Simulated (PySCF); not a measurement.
**UHF on P⁺ (phosphorus, charge +1)**

Configuration: [Ne] 3s1 3p2 4s1, high-spin 5P determinant (an excited configuration). Calculation: PySCF 2.14, in dyall-acv3z (19s12p6d4f, 113 functions); the spin-free X2C one-electron Hamiltonian (Gaussian nucleus).

```json
{
  "Total energy": "-340.593018 hartree",
  "One-electron energy": "-463.1130 hartree",
  "Hartree (Coulomb) energy": "144.8939 hartree",
  "Exchange energy": "-22.3739 hartree",
  "⟨S²⟩": "6.0001",
  "⟨L²⟩": "2.489",
  "Sum of ⟨r⟩": "14.47 bohr",
  "Sum of ⟨r²⟩": "39.46 bohr²",
  "Traceless quadrupole moment −½Σ⟨3z² − r²⟩ along its main axis": "-2.12 e·bohr²",
  "Langevin diamagnetic susceptibility": "-31.3 ×10⁻⁶ cm³/mol"
}
```

```csv
shell,electrons,mean orbital energy (hartree),spread (hartree),"rms radius, mean of both spins (bohr)"
1s α,1,-80.89110,0,0.120
1s β,1,-80.84699,0,0.120
2s α,1,-8.23378,0,0.560
2s β,1,-8.16904,0,0.560
2p α,3,-6.09009,0.01912,0.538
2p β,3,-6.03259,0.02599,0.538
3s α,1,-1.37844,0,1.86
3p α,2,-0.92929,0,2.12
4s α,1,-0.32706,0,4.96
```

The outer electron is Rydberg-like, and this basis confines it to a smaller radius and binds it less than a complete one would.

Densities and radii are taken from the X2C orbitals without a picture-change correction, which distorts them close to the nucleus.

Spin-orbit constants ζ (cm⁻¹) from the X2C one-electron operator on these orbitals: bare nucleus, nucleus screened by l(l+1)(2l+1)/3 electrons, and screened by the Breit-Pauli mean field of the electrons.

```json
{"shell": "2p", "bare": "5510", "screened nucleus": "4775", "mean field": "4446"}
{"shell": "3p", "bare": "426.7", "screened nucleus": "369.8", "mean field": "340.1"}
```

To first order the Landé constant is A = 85.03 cm⁻¹, so the lowest level has J = 1 and lies 0.0316 eV below the centre of the term. This holds in LS coupling only.
